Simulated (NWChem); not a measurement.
The numbers come from NWChem runs, not from measurements. System: HB, charge 1, spin multiplicity 2, at the geometry of a parent with another charge or spin, in a state set for the comparison that need not be this species' ground state. Its SCF solution wasn't tested for a lower state. Level: UCAM-B3LYP/def2-TZVPD.

The NWChem input:

```
start mol
memory heap 200 mb stack 900 mb global 1100 mb
charge 1
geometry units angstroms nocenter noautoz
  B      0.000000     0.000000     0.208709
  H      0.000000     0.000000    -1.043544
  symmetry group C2v
end
basis spherical
  * library def2-tzvpd
end
dft
  xc xcamb88 1.00 lyp 0.81 vwn_5 0.19 hfexch 1.00
  cam 0.33 cam_alpha 0.19 cam_beta 0.46
  odft
  mult 2
  direct
  iterations 100
end
task dft energy
```

NWChem printed:

```
             Northwest Computational Chemistry Package (NWChem) 7.3.0
             --------------------------------------------------------

                                NWChem Input Module
                                -------------------

 Scaling coordinates for geometry "geometry" by  1.889725989
 (inverse scale =  0.529177249)

 Turning off AUTOSYM since
 SYMMETRY directive was detected!

                             Geometry "geometry" -> ""
                             -------------------------

 Output coordinates in angstroms (scale by  1.889725989 to convert to a.u.)

  No.       Tag          Charge          X              Y              Z
 ---- ---------------- ---------- -------------- -------------- --------------
    1 B                    5.0000     0.00000000     0.00000000     0.20870900
    2 H                    1.0000     0.00000000     0.00000000    -1.04354400

 Effective nuclear repulsion energy (a.u.)       2.1129007038

            Nuclear Dipole moment (a.u.)
            ----------------------------
        X                 Y               Z
 ---------------- ---------------- ----------------
     0.0000000000     0.0000000000     0.0000018897

      Symmetry information
      --------------------

 Group name             C2v
 Group number             16
 Group order               4
 No. of unique centers     2

      Symmetry unique atoms

     1    2


 Summary of "ao basis" -> "" (spherical)
 ------------------------------------------------------------------------------
       Tag                 Description            Shells   Functions and Types
 ---------------- ------------------------------  ------  ---------------------
 *                         def2-tzvpd                 on all atoms

                                 NWChem DFT Module
                                 -----------------

 Summary of "ao basis" -> "ao basis" (spherical)
 ------------------------------------------------------------------------------
       Tag                 Description            Shells   Functions and Types
 ---------------- ------------------------------  ------  ---------------------
 B                         def2-tzvpd               13       37   6s3p3d1f
 H                         def2-tzvpd                5        9   3s2p

 Summary of "ao basis" -> "ao basis" (spherical)
 ------------------------------------------------------------------------------
       Tag                 Description            Shells   Functions and Types
 ---------------- ------------------------------  ------  ---------------------
 B                         def2-tzvpd               13       37   6s3p3d1f
 H                         def2-tzvpd                5        9   3s2p

      Symmetry analysis of basis
      --------------------------

        a1         22
        a2          4
        b1         10
        b2         10

  int_init: cando_txs set to always be  F

            General Information
            -------------------
          SCF calculation type: DFT
          Wavefunction type:  spin polarized.
          No. of atoms     :     2
          No. of electrons :     5
           Alpha electrons :     3
            Beta electrons :     2
          Charge           :     1
          Spin multiplicity:     2
          Use of symmetry is: on ; symmetry adaption is: on
          Maximum number of iterations: 100
          This is a Direct SCF calculation.
          AO basis - number of functions:    46
                     number of shells:    18
[...]
    14      0.160003  1 B  py                45      0.040888  2 H  py

 Vector    5  Occ=0.000000D+00  E=-3.776503D-01  Symmetry=b1
              MO Center=  3.0D-16, -3.2D-32,  1.9D-01, r^2= 1.5D+00
   Bfn.  Coefficient  Atom+Function         Bfn.  Coefficient  Atom+Function
  ----- ------------  ---------------      ----- ------------  ---------------
     7      0.503572  1 B  px                10      0.467144  1 B  px
    13      0.160003  1 B  px                44      0.040888  2 H  px

 Vector    6  Occ=0.000000D+00  E=-1.457083D-01  Symmetry=a1
              MO Center= -1.1D-15, -1.5D-16, -6.7D-01, r^2= 7.1D+00
   Bfn.  Coefficient  Atom+Function         Bfn.  Coefficient  Atom+Function
  ----- ------------  ---------------      ----- ------------  ---------------
     6      1.142910  1 B  s                  3     -0.308945  1 B  s
     4     -0.307548  1 B  s                  5     -0.242071  1 B  s
    12      0.242352  1 B  pz                 9      0.187340  1 B  pz
    46     -0.183536  2 H  pz                39      0.162547  2 H  s
    15     -0.160392  1 B  pz                28      0.128864  1 B  d  0

                     DFT Final Beta Molecular Orbital Analysis
                     -----------------------------------------

 Vector    1  Occ=1.000000D+00  E=-7.337258D+00  Symmetry=a1
              MO Center=  1.3D-21,  1.4D-21,  2.1D-01, r^2= 4.1D-02
   Bfn.  Coefficient  Atom+Function         Bfn.  Coefficient  Atom+Function
  ----- ------------  ---------------      ----- ------------  ---------------
     2      0.582055  1 B  s                  1      0.495567  1 B  s
     3      0.033819  1 B  s                  4     -0.027630  1 B  s

 Vector    2  Occ=1.000000D+00  E=-8.705801D-01  Symmetry=a1
              MO Center=  5.8D-16, -5.6D-16, -4.5D-01, r^2= 8.6D-01
   Bfn.  Coefficient  Atom+Function         Bfn.  Coefficient  Atom+Function
  ----- ------------  ---------------      ----- ------------  ---------------
     3      0.391133  1 B  s                  4      0.349804  1 B  s
    39      0.195237  2 H  s                  9     -0.192978  1 B  pz
     2     -0.189810  1 B  s                 38      0.155997  2 H  s
    12     -0.136475  1 B  pz                 1     -0.096970  1 B  s
     5      0.039220  1 B  s

 Vector    3  Occ=0.000000D+00  E=-4.155242D-01  Symmetry=a1
              MO Center= -1.4D-14, -3.4D-15,  4.4D-01, r^2= 1.5D+00
   Bfn.  Coefficient  Atom+Function         Bfn.  Coefficient  Atom+Function
  ----- ------------  ---------------      ----- ------------  ---------------
     4      0.421469  1 B  s                  9      0.328000  1 B  pz
     3      0.264643  1 B  s                  5      0.257423  1 B  s
    12      0.236825  1 B  pz                40     -0.228478  2 H  s
    39     -0.189873  2 H  s                  2     -0.137310  1 B  s
    38     -0.115930  2 H  s                 15      0.079349  1 B  pz

 Vector    4  Occ=0.000000D+00  E=-3.520796D-01  Symmetry=b1
              MO Center=  1.3D-14, -1.8D-30,  1.4D-01, r^2= 1.6D+00
   Bfn.  Coefficient  Atom+Function         Bfn.  Coefficient  Atom+Function
  ----- ------------  ---------------      ----- ------------  ---------------
     7      0.484824  1 B  px                10      0.451413  1 B  px
    13      0.199502  1 B  px                44      0.044230  2 H  px
    24      0.031949  1 B  d  1

 Vector    5  Occ=0.000000D+00  E=-3.520796D-01  Symmetry=b2
              MO Center= -4.9D-31,  3.7D-15,  1.4D-01, r^2= 1.6D+00
   Bfn.  Coefficient  Atom+Function         Bfn.  Coefficient  Atom+Function
  ----- ------------  ---------------      ----- ------------  ---------------
     8      0.484824  1 B  py                11      0.451413  1 B  py
    14      0.199502  1 B  py                45      0.044230  2 H  py
    22     -0.031949  1 B  d -1

   alpha - beta orbital overlaps
   -----------------------------

   alpha      1      2      3      4      5      6      7      8      9     10
    beta      1      2      3      5      4      6      7      8     10      9
 overlap   1.000  0.993  0.982  0.998  0.998  0.988  0.969  0.997  0.993  0.993

   alpha     11     12     13     14     15     16     17     18     19     20
    beta     11     12     13     14     15     16     17     18     19     20
 overlap   0.995  0.995  1.000  1.000  0.997  0.977  0.999  0.999  0.988  0.998

   alpha     21     22     23     24     25     26     27     28     29     30
    beta     22     21     24     23     25     27     26     28     29     31
 overlap   1.000  1.000  0.998  0.998  0.998  1.000  1.000  0.993  0.995  0.999

   alpha     31     32     33     34     35     36     37     38     39     40
    beta     30     33     32     35     34     36     39     40     37     38
 overlap   0.999  0.989  0.989  1.000  1.000  0.994  0.998  0.998  0.990  0.990

   alpha     41     42     43     44     45     46
    beta     41     42     43     44     45     46
 overlap   0.994  1.000  1.000  0.999  0.999  1.000

     --------------------------
     Expectation value of S2:
     --------------------------
      <S2> =      0.7530 (Exact =     0.7500)

 center of mass
 --------------
 x =   0.00000000 y =   0.00000000 z =   0.19594185

 moments of inertia (a.u.)
 ------------------
           5.170423550438           0.000000000000           0.000000000000
           0.000000000000           5.170423550438           0.000000000000
           0.000000000000           0.000000000000           0.000000000000

     Multipole analysis of the density
     ---------------------------------

     L   x y z        total         alpha         beta         nuclear
     -   - - -        -----         -----         ----         -------
     0   0 0 0      1.000000     -3.000000     -2.000000      6.000000

     1   1 0 0     -0.000000     -0.000000     -0.000000      0.000000
     1   0 1 0     -0.000000     -0.000000     -0.000000      0.000000
     1   0 0 1      0.016798     -0.435996      0.452792      0.000002

     2   2 0 0     -2.913492     -1.905848     -1.007644      0.000000
     2   1 1 0     -0.000000     -0.000000     -0.000000      0.000000
     2   1 0 1     -0.000000     -0.000000      0.000000      0.000000
     2   0 2 0     -2.913492     -1.905848     -1.007644      0.000000
     2   0 1 1      0.000000      0.000000      0.000000      0.000000
     2   0 0 2     -2.700063     -5.274098     -2.092566      4.666600

 Task  times  cpu:        2.4s     wall:        2.4s

 Total times  cpu:        2.4s     wall:        2.4s
```
